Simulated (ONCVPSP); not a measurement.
**LDA (Perdew-Zunger) ONCV dataset for Sc (Z = 21), scalar-relativistic all-electron reference.**

ONCVPSP 4.0.1 input, shortened (lines: element, Z, core and valence counts, functional; n l f; lmax; l rc ep ncon nbas qcut; lloc lpopt rc5 dvloc0; l nproj debl; icmod fcfact rcfact), LDA (Perdew-Zunger), scalar-relativistic:

```
  Sc 21.00    3    4        3      upf
    1    0    2.00
    2    0    2.00
    2    1    6.00
    3    0    2.00
    3    1    6.00
    3    2    1.00
    4    0    1.50
    2
    0    1.40    0.00    4    9    7.20
    1    1.80    0.00    4    9    8.40
    2    2.00    0.00    4    8    7.50
    4    5    1.00    3.00
    0    2    0.30
    1    2    3.80
    2    2    3.50
    1    0.40    0.00
```

- Cutoffs needed: 22 Ha and 26 Ha (the cutoffs (Ha) at which the residual kinetic energy of the hardest occupied pseudo-wave falls to 1 and 0.1 mHa per electron)
- Ghost test: no bound ghost flagged; no localised positive-energy state flagged
- Largest excitation error: -1.2 meV (all-electron minus pseudo) for 3s2 3p6 3d1 4s0, out of 4 test configurations
- rms error of d²Exc/dni dnj: 2.32 mHa without and 0.70 mHa with the model core
